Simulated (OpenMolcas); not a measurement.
## Au4+: moving or changing the point charges

Au4+ among 3 point charges of -2 e arranged as a planar triangle (D3h), 1.92 Å from the ion.
```
   1.9200    0.0000    0.0000  -2.00
  -0.9600    1.6628    0.0000  -2.00
  -0.9600   -1.6628    0.0000  -2.00
```

| Property | Result |
| --- | --- |
| Program | OpenMolcas 26.06 |
| Method | CASSCF |
| Basis | ANO-RCC-VDZP [7s6p4d2f] |
| Scalar Hamiltonian | DKH2, point nucleus |
| Active space | 7 electrons in 5 orbitals (5d) |
| State averaging | 2S+1 = 4 even, 10 roots; 2S+1 = 2 even, 40 roots |
| Spin-orbit coupling | state interaction with AMFI integrals over the reference wave functions |

Runs around this geometry, states (labels of D3, the rotations of D3h). Energies in cm-1 above the lowest state or level, χT in cm3 K/mol.

```csv
R (Å),q (e),Ground state,First state of that spin,First gap with spin-orbit (degeneracies),χT at 300 K,First state of another spin
1.92,-1,4A2,4E 1101,"583.4 (2, 2)",4.135,2E 15904
1.77,-2,4E,4A2 249.4,"272.5 (2, 2)",3.848,2E 13316
1.92,-2,4A2,4E 343.9,"572.3 (2, 2)",3.830,2E 15406
2.14,-2,4A2,4E 665.7,"591.4 (2, 2)",3.999,2E 15642
```

Scaling the charges by -1 / -2 = 0.50 scales the first state of the same spin by 1101 / 343.9 = 3.20; with fixed orbitals a first-order splitting would follow the charge.

The ground state changes within this set.

Without dynamic correlation the repulsion within the d shell is too large (B by tens of per cent), so at a given field states of lower spin stand too high. Point charges give a weaker field than real ligands, and real ions of this kind are as a rule low spin; the high spin found here belongs to the model. Spin-orbit coupling mixes the spin-free states strongly: the lowest level takes only 47 % from its leading state, 4A2 (figures for R = 1.92, q = -1; the like holds for R = 1.77, q = -2, R = 1.92, q = -2, R = 2.14, q = -2). This shell can be high or low spin here, a state of another spin lies low, and with metal d orbitals alone active their balance is uncertain, so the ground spin may be wrong (holds for R = 1.77, q = -2). Point charges carry no covalency, so the field is a model and not that of real ligands. No measured value stands beside these numbers.
